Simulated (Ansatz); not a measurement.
Consider the ligand exchange at the Si–O bond: `N[SiH](F)[O][SbH2]` + HBr → `N[SiH](F)Br` + `[OH][SbH2]`.

Program: Ansatz. Geometries: PBE0-D4/def2-TZVP. ΔE: electronic, gas phase. CCSD(T)/CBS adds triple-zeta CCSD(T) − MP2 to the extrapolated MP2 energy (def2 sets, frozen cores). DFT in def2-TZVPP. B3LYP here is the variant with VWN-RPA as its local correlation; programs differ in this. HSE06 is defined as in plane-wave codes. Elements past krypton have def2 core potentials. For Br, Sb outer-core shells are correlated without core-valence functions, which leaves a few kJ/mol of doubt a bond. Scalar relativity is left out up to krypton. One conformer a species, not always the lowest.

`N[SiH](F)[O][SbH2]`:

Cartesian coordinates in Å:
```
N -0.497 -0.965 1.132
Si -1.029 0.438 0.318
F -1.052 1.560 1.455
O -0.001 0.794 -0.875
Sb 1.971 0.616 -0.794
H -0.724 -1.102 2.104
H -0.419 -1.845 0.647
H -2.383 0.408 -0.270
H 2.136 1.123 -2.423
H 1.997 -1.028 -1.293
```

HBr:

```xyz
2

Br    0.694    0.064   -0.136
H    -0.694   -0.064    0.136
```

`N[SiH](F)Br`:

Cartesian coordinates in Å:
```
N -0.881 -0.292 0.553
Si 0.494 0.025 -0.369
F 0.215 0.808 -1.729
Br 1.820 1.331 0.815
H -1.296 0.396 1.158
H -1.515 -1.039 0.318
H 1.165 -1.229 -0.746
```

`[OH][SbH2]`:

Cartesian coordinates in Å:
```
O 0.312 0.406 -1.095
Sb -0.632 -0.060 0.575
H -0.286 0.874 -1.683
H -0.044 -1.669 0.610
H 0.650 0.448 1.592
```

Question: Is it downhill or uphill in electronic energy at CCSD(T)/CBS, and by how much? (An estimate is asked.)

Answer: Ansatz gave: Uphill: ΔE = +0.35 eV.

Question: What do these levels give: B97M-V, B3LYP-D4, BHLYP-D4, PBE0, B3LYP, HSE06, BHLYP, CCSD/def2-SVP, CCSD/def2-TZVPP, CCSD(T)/def2-TZVPP, SCS-MP2/def2-QZVPP, MP2/CBS(def2)? (Estimate.)

Answer: Ansatz gave: B97M-V 0.40, B3LYP-D4 0.39, BHLYP-D4 0.44, PBE0 0.24, B3LYP 0.33, HSE06 0.24, BHLYP 0.38, CCSD/def2-SVP 0.48, CCSD/def2-TZVPP 0.43, CCSD(T)/def2-TZVPP 0.42, SCS-MP2/def2-QZVPP 0.37, MP2/CBS(def2) 0.31 eV.

Question: What do rigid-rotor, harmonic-oscillator terms from PBE0-D4/def2-TZVP frequencies (298.15 K, 1 bar) make of the CCSD(T)/CBS value? (Estimate.)

Answer: Ansatz gave: ΔZPE = +0.08 eV, ΔH = +0.42 eV, ΔS = 22 J/(mol·K), ΔG = +0.35 eV.

Largest T1 diagnostic among the species: 0.014.

From PBE to PBE0 (25 % exact exchange), in def2-TZVPP and without D4, ΔE moves by +0.03 eV. The D4 term adds +0.06 eV with B3LYP and +0.04 eV with PBE0; it sums over pairs of atoms, weighted by their polarisabilities, and B3LYP, whose exchange is more repulsive, gets the larger term.
